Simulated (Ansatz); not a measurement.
KI2⁻ was relaxed with PBE0-D4 (def2-TZVPD) in Ansatz in these states: charge -1 quintet, charge -1 singlet, charge -1 triplet. The geometries follow in no particular order.

In the def2 sets I takes a core potential; there is no spin–orbit coupling.

A:

```csv
atom,x (Å),y (Å),z (Å)
K1,0.0036,0.0017,-0.0056
I2,-1.9813,-2.3762,-1.0271
I3,1.9777,2.3745,1.0327
```

B:

```xyz
3

K    -0.006    0.004   -0.004
I     2.864    0.871   -3.392
I    -2.858   -0.875    3.396
```

C:

```xyz
3

K    -2.032   -0.359    0.122
I     0.784    1.680    0.483
I     1.249   -1.321   -0.605
```

Q: Judge from the bond lengths which geometry belongs to which state (an estimate).

A: A is the charge -1 singlet (K1–I3 3.257 Å, K1–I2 3.262 Å); B is the charge -1 quintet (K1–I3 4.524 Å, K1–I2 4.524 Å); C is the charge -1 triplet (K1–I3 3.496 Å, K1–I2 3.496 Å).

At PBE0-D4/def2-TZVPD the highest occupied level of the charge -1 quintet lies above zero (up to 0.86 eV). It is a level of α spin, whose loss leaves a quartet; that state wasn't run at this geometry and level. The electron is either unbound and held by the finite basis, or the level is raised by self-interaction error. At PBE0-D4/def2-TZVPD the highest occupied level of the charge -1 triplet lies above zero (up to 0.27 eV). It is a level of α spin, whose loss leaves a doublet; that state wasn't run at this geometry and level. The electron is either unbound and held by the finite basis, or the level is raised by self-interaction error. At PBE0-D4/def2-TZVPD a singlet lies 8.33 eV below the charge -1 quintet. At PBE0-D4/def2-TZVPD a singlet lies 2.90 eV below the charge -1 triplet. In the triplet, I2 and I3 lie 3.23 Å apart (atoms count from 1), so these atoms are partly bonded to each other. These are the stationary points nearest to one start from a short search; other shapes may lie lower in each state.
